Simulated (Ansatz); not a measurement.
The same path of CH$_{5}$BrGe (8 atoms, charge 0, multiplicity 1) was run twice with different band settings. Lost on the way: Ge1–Br2, C3–H4. Made: Br2–H4.

All numbers below come from Ansatz 0.2.0, RKS PBE-D4/def2-SVP.

Relaxed end points:

```xyz
8
Properties=species:S:1:pos:R:3
Ge -0.335 -0.644 -0.513
Br 1.458 -1.009 -1.973
C 0.183 0.769 0.739
H 1.090 0.465 1.295
H -1.546 -0.239 -1.393
H -0.605 -1.995 0.201
H -0.641 0.951 1.459
H 0.395 1.703 0.186
```

```xyz
8
Properties=species:S:1:pos:R:3
Ge -1.245 -0.526 -0.126
Br 2.864 -0.177 -0.835
C -0.102 0.674 0.571
H 1.490 0.068 -0.305
H -1.896 -0.319 -1.505
H -1.424 -1.927 0.489
H 0.329 0.523 1.573
H -0.017 1.683 0.139
```

Common settings: movable images 5; climbing image yes; spring 5.0 eV/Å²; optimiser quadratic models (default); start path through a guess of the saddle point; iteration limit 60; end points relaxed.

| run | force threshold |
| --- | --- |
| 1 | 0.05 eV/Å |
| 2 | 0.5 eV/Å |

Problem. What does each run give, and how far can it be trusted?

Solution. Run 1: converged after 16 iterations, highest image 2.912 eV above the first end. Neighbouring images differ by up to 1.6 eV, so the band resolves the path poorly. A vibrational analysis at the climbing image gives one clearly imaginary mode, 195i cm⁻¹: a first-order saddle point.
Run 2: converged after 5 iterations, highest image 2.867 eV above the first end. The threshold of 0.5 eV/Å is loose, so the images may lie well off the minimum-energy path. Neighbouring images differ by up to 1.8 eV, so the band resolves the path poorly. The order of the stationary point at the top wasn't checked.
The orbitals stay closed-shell, which can raise the energy where a bond breaks towards radicals; this wasn't checked here.
